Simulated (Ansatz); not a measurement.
## Redistribution: Si(CH3)(SiH3)F2 + SiH(CH3)(SiH3)F → Si(CH3)(SiH3)2F + SiH(CH3)F2

Species: Si(CH3)(SiH3)F2, singlet; SiH(CH3)(SiH3)F, singlet; Si(CH3)(SiH3)2F, singlet; SiH(CH3)F2, singlet. The partners trade F for SiH3; both sit on Si, so the bond types are kept.

Shapes, held fixed at every level: PBE0-D4/def2-TZVP. Programs: Ansatz 0.2.0. Electronic energies: no zero-point or thermal term.

Question: Estimate ΔE of this reaction.

Answer: The highest level, CCSD(T)/CBS estimate, gives ΔE = -9.5 kJ/mol; the levels span -9.6 to -5.5. The column of differences is taken from that level and isn't an error. No measured value is set beside it here. The CBS estimate extrapolates MP2 from def2-TZVPP and def2-QZVPP and adds CCSD(T) − MP2 in the triple-zeta set, cores frozen.

| level | kind | ΔE (kJ/mol) | less CCSD(T)/CBS estimate |
| --- | --- | --- | --- |
| HF/def2-TZVPP | Hartree–Fock | -5.5 | +4.0 |
| r2SCAN-D4/def2-TZVPP | meta-GGA | -8.9 | +0.6 |
| B3LYP-D4/def2-TZVPP | global hybrid | -8.1 | +1.4 |
| PBE0-D4/def2-TZVPP | global hybrid | -9.1 | +0.4 |
| wB97M-V/def2-TZVPP | range-separated hybrid | -8.3 | +1.2 |
| CCSD(T)/def2-TZVPP | coupled cluster or CI | -9.6 | -0.1 |
| CCSD/def2-TZVPP | coupled cluster or CI | -8.7 | +0.8 |
| CCSD(T)/CBS estimate | coupled cluster or CI | -9.5 | 0.0 |
